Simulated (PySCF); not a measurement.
Species: C₄H₁₁NSi₂.
Z-matrix (Å and degrees, GFN2-xTB geometry), rows numbered from 1:
```
Si
N   1  1.7396
Si  2  1.7433  1  128.07
C   2  1.4007  1  117.52  3   172.31
C   4  1.4956  2  131.10  1   128.46
C   4  1.4830  2  137.00  1    39.80
C   4  1.4979  2  132.44  1   -50.42
H   1  1.4690  2  110.78  3   -97.10
H   1  1.4639  2  107.56  3   143.18
H   1  1.4574  2  105.93  3    23.28
H   3  1.4666  2  108.57  1  -122.92
H   3  1.4659  2  108.98  1   117.70
H   3  1.4578  2  106.35  1    -2.82
H   5  1.0861  4  119.58  6  -108.35
H   5  1.0832  4  117.19  6   107.49
H   6  1.0677  4  136.82  5  -120.98
H   7  1.0863  4  119.78  6   107.84
H   7  1.0831  4  117.07  6  -107.52
```

Computed at PBE0/pcSseg-1 (PySCF, non-relativistic), with Q(14N) = 0.02044 b: N2, 14N (I = 1): χzz = -4.143 MHz, η = 0.544.

Problem. Where would the pure quadrupole (NQR) lines of 14N at N2 fall for the rigid, isolated species?

Solution. From ν± = (3/4)|χ|(1 ± η/3) and ν0 = |χ|η/2: ν+ 3.670 MHz, ν− 2.544 MHz, ν0 1.126 MHz (nitrogen bridging silicon atoms).

In a crystal, neighbours and librations shift these lines. GFN2-xTB frequencies show an imaginary mode (25i cm⁻¹), so this geometry is no minimum at that level. GFN2-xTB bond lengths can be off by several hundredths of an ångström, more for odd bonds, and the gradients follow them. With a basis this small, the couplings can be 20 % off.

These values come from a run that also computed NMR shieldings. Time: 56 s of wall time; peak memory 0.85 GiB. Hardware: one thread, Arm Neoverse N1 (aarch64) (shared host).

One conformer stands for the species.
